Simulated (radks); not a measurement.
Effect of the nuclear size on the niobium ion Nb3+, [Kr] 4d2. Method: Dirac Kohn-Sham, PBE, spin-unpolarised, spherical densities, finite nucleus; open shells fill j = l - 1/2 first; Fermi nuclear charge, rms radius 4.324 fm; computed with a radial shooting solver on a logarithmic mesh with Libxc functionals. The rms radius is varied about that value; shifts are against it.

rms radius (fm)  total energy shift (eV)  density at nucleus (e/bohr^3)  1s1/2 shift (meV)  2s1/2 shift (meV)  4s1/2 shift (meV)  5s1/2 (empty) shift (meV)
3.8008                            -0.288                       8.36e+04               -122              -12.9             -0.360                     -0.065
3.9521                            -0.208                      8.326e+04              -88.1              -9.35             -0.261                     -0.047
4.324                                  0                       8.25e+04              0.000              0.000              0.000                      0.000
4.7002                             0.228                      8.179e+04               96.3               10.2              0.285                      0.051
4.9034                             0.358                      8.143e+04                151               16.1              0.448                      0.080

Slopes of the eigenvalues against <r^2> in GHz/fm^2, as finite differences over the two radii next to the reference (eigenvalue slopes, not the field-shift constants of lines): 1s1/2 6890, 2s1/2 731, 4s1/2 20.4, 5s1/2 (empty) 3.65.
